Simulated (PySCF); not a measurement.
## Ionisation energy along the 18-electron series

Calculated with PySCF 2.14 and a two-component X2C-1e Hamiltonian (Gaussian nucleus, no Breit or QED terms), each ion in its own even-tempered basis scaled to its charge; GMP2 freezes 1s2 and drops the highest virtual spinors. Values in eV. NIST values: (m) measured, (s) semi-empirical, (t) theoretical.

| ion | configuration | GHF (spin-free) | GMP2 (spin-free) | GHF (screened spin-orbit) | GMP2 (screened spin-orbit) | NIST |
| --- | --- | --- | --- | --- | --- | --- |
| Pm⁴³⁺ | [Ar] | 3563.7 | 3564.5 | 3520.6 | 3521.5 | 3519 ± 4 (t) |
| Sm⁴⁴⁺ | [Ar] | 3717.3 | 3718.2 | 3671.0 | 3671.9 | 3669 ± 4 (t) |
| Eu⁴⁵⁺ | [Ar] | 3874.6 | 3875.5 | 3824.8 | 3825.7 | 3823 ± 4 (t) |

Between Z = 61 and Z = 63 the GMP2 (screened spin-orbit) value grows as Z to the power 2.57.
